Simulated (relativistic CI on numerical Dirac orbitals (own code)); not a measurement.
**Ag⁴⁺: 4s photoemission**

Computed with this model: Dirac-Coulomb-Breit CI, orbitals from a KLI potential per configuration, model QED, valence Slater integrals scaled by 0.7, multiplet model of photoemission in the sudden approximation; configurations [Kr] 4d7 → [Ar] 3d10 4s 4p6 4d7; 300 K; Lorentzian 2.8 eV and Gaussian 0.6 eV FWHM. Energies are those of the free ion, without screening or charge transfer. The energies are binding energies and can lie tens of eV above those of solids. Without intra-shell correlation the exchange splitting of an s hole comes out too large, often by half or more. S is read from ⟨S²⟩ = S(S + 1).

Field parameters in Wybourne normalisation: D4h B²₀ = −7Ds, B⁴₀ = 21(Dq − Dt), B⁴₄ = 21√(5/14) Dq. The field is a parameter set, without covalency.

free ion: ground-state S = 1.46, centroid 169.76 eV. Peaks (eV, height): 167.6 (100), 173.6 (58).

D4h, 10Dq = 39950, Ds = -1500, Dt = 510 cm⁻¹: ground-state S = 0.52, centroid 169.91 eV. Peaks (eV, height): 169.0 (100).

Strongest unbroadened transitions for free ion:

| Energy (eV) | Relative strength |
| --- | --- |
| 167.47 | 100.0 |
| 167.85 | 15.7 |
| 170.85 | 0.9 |
| 170.99 | 3.3 |
| 171.75 | 0.1 |
| 171.86 | 0.0 |
| 173.15 | 0.1 |
| 173.68 | 56.8 |
| 174.53 | 6.7 |
| 174.77 | 0.0 |
